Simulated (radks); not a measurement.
Values are calculated unless marked as measured or tabulated.
These are the eigenvalues of the occupied orbitals of an atom or ion with whole-number occupations (eV). Level of theory: Dirac Kohn-Sham, PBE, spin-unpolarised, spherical densities, point nucleus (a radial shooting solver on a logarithmic mesh with Libxc functionals).

| orbital | eigenvalue |
|---|---|
| 1s1/2 | -83069.65 |
| 2s1/2 | -14726.99 |
| 2p1/2 | -14127.96 |
| 2p3/2 | -12179.80 |
| 3s1/2 | -3509.955 |
| 3p1/2 | -3240.738 |
| 3p3/2 | -2809.207 |
| 3d3/2 | -2364.651 |
| 3d5/2 | -2272.212 |
| 4s1/2 | -787.6812 |
| 4p1/2 | -672.3420 |
| 4p3/2 | -568.1388 |
| 4d3/2 | -379.9430 |
| 4d5/2 | -360.5160 |
| 5s1/2 | -137.4003 |
| 4f5/2 | -118.3270 |
| 4f7/2 | -114.1270 |
| 5p1/2 | -99.1602 |
| 5p3/2 | -80.5578 |
| 5d3/2 | -28.5692 |
| 5d5/2 | -26.4987 |
| 6s1/2 | -19.9596 |
| 7s1/2 | -5.7649 |

Which element is it, and in what charge state? The configuration may be excited. Open shells, if any, fill j = l - 1/2 first.

Answer. Z = 80, mercury, charge +1: Hg+ in [Kr] 4d10 4f14 5s2 5p5 5d10 6s1 7s1. The list shows which subshells hold electrons but not how many an open one holds; the 1s level, -3052.8 hartree, gives Z - s = 78.1 by -(Z - s)^2/2, which with screening and relativity narrows Z to a few neighbours, and the depths of the outer levels then fix element, charge and occupations together.
